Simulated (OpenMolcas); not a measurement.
# Co⁴⁺: effect of the level shift or regulariser

```json
{"Program": "OpenMolcas 26.06", "Basis": "ANO-RCC-VTZP [6s5p3d2f1g]", "Scalar Hamiltonian": "DKH2, point nucleus", "Active space": "5 electrons in 5 orbitals (3d)", "State averaging": "2S+1 = 6 even, 1 root; 2S+1 = 4 even, 24 roots; 2S+1 = 2 even, 75 roots", "Spin-orbit coupling": "RASSI with atomic mean-field integrals over the reference wave functions, term energies averaged over their components"}
```

Methods on the same reference wave functions:
A. CASSCF
B. MS-CASPT2, IPEA 0.25 Eh, imaginary shift 0.1 Eh (closed shells correlated: 3s 3p)
C. MS-CASPT2, IPEA 0.25 Eh, real shift 0.2 Eh (closed shells correlated: 3s 3p)
D. MS-CASPT2, IPEA 0.25 Eh, sigma2 regulariser 0.3 Eh (closed shells correlated: 3s 3p)

Energies in cm-1 above 3d5 6S 5/2, the measured ground level; measured values from Sugar and Corliss, J. Phys. Chem. Ref. Data 10, 1097 (1981).

```tsv
Level	A	B	C	D	Measured
3d5 6S 5/2	0.0	0.0	0.0	0.0	0.0
3d5 4G 5/2	42457	38980	38980	38980	
3d5 4G 7/2	42504	39030	39040	39030	
3d5 4G 11/2	42516	39050	39050	39050	37218
3d5 4G 9/2	42531	39060	39070	39060	
3d5 4P 5/2	48768	43060	43070	43060	40753
3d5 4P 3/2	48898	43200	43210	43200	40891
3d5 4P 1/2	49054	43370	43380	43370	41024
3d5 4D 7/2	52762	46750	46760	46750	44709
3d5 4D 1/2	52911	46910	46920	46910	44908
3d5 4D 3/2	53032	47040	47050	47040	
3d5 4D 5/2	53060	47070	47080	47070	
3d5 2I 11/2	60481	57010	57010	57010	
3d5 2I 13/2	60593	57140	57150	57140	
3d5 2D 5/2(1) [65 %]	67662	60290	60300	60290	57083
3d5 2D 3/2(1)	68582	61070	61080	61070	57823
3d5 2F 7/2(1)	70041	63040	63050	63040	59455
3d5 4F 9/2	71029	63890	63900	63890	60830
3d5 4F 7/2	71139	64000	64010	64000	60974
3d5 4F 3/2	71460	64290	64300	64290	
3d5 2H 9/2 [71 %]	74153	68240	68250	68240	64742
3d5 2H 11/2	74581	68960	68970	68960	65284
3d5 2G 7/2(1)	76703	69520	69530	69520	66229
3d5 2G 9/2(1) [69 %]	77068	70160	70160	70160	66760
```

Deviations, from unrounded energies. A percentage is the sum of absolute deviations over the sum of measured energies, with the sign that they share, or ± where signs differ.

```tsv
Against measurement	Levels	A	B	C	D
mean absolute deviation (cm-1)	15	9100	2900	2900	2900
other terms of the ground configuration (%)	15	+17.0	+5.3	+5.3	+5.3
```

B, C, D lie about equally close to measurement and A furthest from it. The largest miss of D in the table is 3d5 2H 11/2, by +3700 cm-1. The ranking rests on the paired levels alone, and a cruder setting can come out closer through cancelling errors.

Among B to D the level of the table that moves most is 3d5 4F 3/2, by 11 cm-1 (lowest in D, highest in C). Moves below CASPT2's spread within the term are not significant.

The two smallest mean deviations differ by little beside CASPT2's spread within terms, so their order carries little weight.

From A to B the spin-free energies of the other terms of 3d5 shown, above 6S, scale by factors of 0.88 to 0.94, as is usual when dynamic correlation screens the repulsion within a d or f shell.

The lowest spin-free term lies below A's lowest term by 0.334 hartree in B, 0.333 hartree in C, 0.334 hartree in D.

CASPT2 breaks the degeneracy within a term, and the mean is taken; among the terms shown or strongly mixed into the levels shown the widest spread is 610 cm-1 (3d5 4F, D). Without dynamic correlation excited terms often stand tens of per cent too high (terms of higher spin than the ground term too low), and those without a measured partner can miss by more than the paired ones (holds for A). Some levels mix across a computed gap that differs much from the measured one, so their mixing is not that of the real levels (holds for A). Blocks of more than 70 roots (2S+1 = 2 even) ran without multistate coupling (holds for B; C; D). Computed and measured levels are paired by configuration, term and J; levels that our copy of the source lacks, or whose pairing is in doubt (as where it misses far off the trend of its configuration), stay unpaired and out of the deviations. Levels of configurations outside the active space are missing. The table leaves out levels that lie high or whose names do not pair safely across all columns.

A share in square brackets marks a mixed level and gives the weight of the term that names it, the lowest over the columns. A number in round brackets counts repeated terms of one configuration in the order of the reference energies.
